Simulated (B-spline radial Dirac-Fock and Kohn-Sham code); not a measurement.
## Relativistic shifts of the levels of Bi⁵⁵⁺

System: the Bi⁵⁵⁺ ion in the configuration [Ar] 3d10.

Both columns are ΔSCF binding energies of the configuration average from a radial atomic solver: non-relativistic Hartree-Fock with a point nucleus, and Dirac-Fock with a finite nucleus and the Coulomb interaction alone, averaged over the two j levels with weights 2j+1.

```
shell  Hartree-Fock (eV)  Dirac-Fock (eV)  shift (eV)  shift (%)
   1s            84736.4          94308.1    +9571.73     +11.30
   2s            17007.0          19647.8    +2640.83     +15.53
   2p            16491.5          17427.9     +936.33      +5.68
   3s             6289.0           7018.2     +729.19     +11.59
   3p             6051.8           6358.9     +307.14      +5.08
   3d             5626.9           5650.5      +23.62      +0.42
```

Relativity binds 1s, 2s, 2p, 3s, 3p, 3d more strongly, among those listed most of all 2s in relative terms.

Values without a named source are computed, but for edge energies of neutral atoms, which are taken from tables.
